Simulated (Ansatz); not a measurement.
**Worked example: the barrier**

An elementary step of SiH4Cl2F2, closed shell (SiH₂Cl₂ ([Cl][SiH2][Cl]) + HF + HF → SiH₂ClF ([F][SiH2][Cl]) + HCl + HF; bonds formed: Si1–F7, Cl2–H8, H6–F9; bonds broken: Si1–Cl2, H6–F7, H8–F9). “Start” is the structure reached by relaxing down from the saddle towards the reactants; PBE0-D4/def2-TZVP structures. The saddle:

Si1  (-0.933, 0.506, -0.319)
Cl2  (1.351, 0.656, -0.662)
H3  (-1.623, -0.468, -1.177)
H4  (-1.427, 1.215, 0.870)
Cl5  (-1.099, 2.149, -1.655)
H6  (0.710, -1.331, 1.014)
F7  (-0.480, -0.861, 0.763)
H8  (1.773, -0.435, 0.179)
F9  (1.728, -1.432, 0.988)
(Å)

Computed with Ansatz 0.2.0 (basis: def2-TZVPP and def2-QZVPP); correlated methods freeze the cores.

Energies in eV:

| quantity | saddle | start |
| --- | --- | --- |
| Hartree–Fock, triple zeta (X = 3) | -38349.26934 | -38351.08834 |
| Hartree–Fock, quadruple zeta (X = 4) | -38350.46242 | -38352.28044 |
| MP2 correlation, X = 3 | -29.27343 | -28.58760 |
| MP2 correlation, X = 4 | -32.06338 | -31.37399 |
| CCSD(T) correlation, X = 3 | -31.53141 | -30.89520 |

(1) Work out the barrier at the basis limit: extrapolate Hartree–Fock as E(X) = E∞ + A exp(−7.88 √X) and the MP2 correlation as E(X) = E∞ + B X^−2.97 (the exponents that Neese and Valeev fitted for def2-TZVPP and QZVPP), then add CCSD(T) − MP2 in triple zeta.

T1 diagnostic: at most 0.011.

Answers

(1) Each step is linear, so take the differences first (saddle − start): Hartree–Fock 1.81900 (X = 3) and 1.81802 (X = 4); MP2 correlation -0.68583 and -0.68939; CCSD(T) correlation -0.63621.
Two points give E∞ = E(4) + w [E(4) − E(3)], with w = 1/(exp(7.88 (2 − √3)) − 1) = 0.1377 for Hartree–Fock and w = 1/((4/3)^2.97 − 1) = 0.7407 for the correlation.
Hartree–Fock: 1.81802 + 0.1377 × (-0.00098) = 1.8179 eV.
MP2 correlation: -0.68939 + 0.7407 × (-0.00356) = -0.6920 eV.
CCSD(T) − MP2: -0.63621 − (-0.68583) = 0.0496 eV.
Sum: 1.8179 + (-0.6920) + 0.0496 = 1.1755 eV, or 27.11 kcal/mol. Plain CCSD(T) in triple zeta gives 1.1828 eV, so the larger basis shifts the result by -0.0073 eV.

Labels in which every atom is bracketed show which atoms are joined, not bond orders.

For scale, one of the runs: CCSD(T)/def2-TZVPP, 244 basis functions, launched by `ansatz run in.yaml --threads 8 --pin off --events-out ev --progress --plain --max-ram 19148MiB`. The run took 2.2 min on 8 CPU threads of an Intel Xeon (shared host), with 4.8 GiB of host memory at its peak.
